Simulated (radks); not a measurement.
Problem. The rubidium ion Rb7+, 30 electrons, occupied as [Ar] 3d10 4s2. All-electron calculation, scalar-relativistic Kohn-Sham, BLYP, spin-unpolarised, spherical densities, finite nucleus; Fermi nuclear charge, rms radius 4.2036 fm. Program: a radial shooting solver on a logarithmic mesh with Libxc functionals. Some entries of the table are withheld. Estimate them.

orbital  occ.  eigenvalue (eV)  <1/r> (bohr^-1)
1s          2        -15151.36              (1)
2s          2        -2120.367              (2)
2p          6        -1893.034            8.244
3s          2        -406.9696            2.817
3p          6        -333.8901            2.666
3d         10        -212.8396            2.414
4s          2        -125.7257            1.063
4p          0              (3)           0.9679
4d          0         -75.8234           0.7995
5s          0         -61.2119              (4)

Solution. 
(1) 1s <1/r> (bohr^-1): 37.88
(2) 2s <1/r> (bohr^-1): 8.435
(3) 4p eigenvalue (eV): -105.7927
(4) 5s <1/r> (bohr^-1): 0.5522
